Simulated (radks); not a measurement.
All-electron atom: Ba in [Xe] 6s2.

All-electron calculation, scalar-relativistic Kohn-Sham, PBE, spin-polarised, spherical densities, finite nucleus; Fermi nuclear charge, rms radius 4.8378 fm; hard spherical wall at 5 bohr. Program: a radial shooting solver on a logarithmic mesh with Libxc functionals.

Energy parts (eV):
| part | energy |
|---|---|
| total | -221357.88 |
| kinetic | 233726.99 |
| electron-nucleus | -535974.24 |
| Hartree | 86269.44 |
| exchange-correlation | -5380.07 |

Orbitals (lengths in bohr, moments of r in powers of bohr):
orbital,occ.,eigenvalue (eV),<r>
1s,2,-37250.56,0.02558
2s,2,-5882.995,0.1098
2p,6,-5274.990,0.09619
3s,2,-1237.216,0.2920
3p,6,-1042.268,0.2900
3d,10,-759.0716,0.2666
4s,2,-238.1650,0.6741
4p,6,-175.3038,0.7158
4d,10,-84.0368,0.8013
5s,2,-28.6113,1.653
5p,6,-13.9391,1.939
5d,0,3.4931,2.603
6s,2,5.5227,3.078
6p,0,11.8571,3.098
7s,0,38.0287,2.990

The highest occupied level is 6s at 5.523 eV. The configuration is held as typed, so some empty levels lie below it. The density falls to 0.001 e/bohr^3 at r = 4.47 bohr. The pressure on the wall is 44.3 GPa. Summed over all electrons, <r^2> = 65.95 bohr^2, which gives a Langevin (diamagnetic) susceptibility term of -52.2 x 10^-6 cm^3/mol.
